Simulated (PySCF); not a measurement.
methyl diselenide: adiabatic energies of losing or gaining an electron at several levels

Structure: `C[Se][Se]C` (C2H6Se2).

All levels share the PBE0-D3(BJ)/ma-def2-SVP structures and the GFN2-xTB thermal terms; only the single-point energies (PySCF) change. Values are adiabatic energies of losing or gaining an electron (0 K, eV).

Measured (NIST Chemistry WebBook): adiabatic ionisation energy 8.10 eV.

```tsv
level	ionisation energy to the radical cation	time
B97-2/ma-def2-TZVP	7.72	3.6 min
LDA/ma-def2-TZVP	7.75	5 min
PBE0-D3(BJ)/6-31G*	7.76	64 s
PBE0-D3(BJ)/ma-def2-TZVP	7.76	–
PBE0-D3(BJ)/def2-SV(P)	7.81	64 s
PBE0-D3(BJ)/ma-def2-SVP	7.85	97 s
```

Times are wall times for all single points of a level on 1 thread of Arm Neoverse N1, a shared host; the dash marks the run that also made the structures. LDA ran on a slower path of this set-up, which computes the density-fitting integrals anew in every SCF cycle while the other levels store them. So the times needn't show the usual order of cost, and those levels read slower than they are.

The spread: 0.13 eV, from 7.72 to 7.85.

Note: spin-orbit coupling is left out of the energies, which matters for open shells on the heavier atoms; atoms from Ga to Kr are treated without relativity.
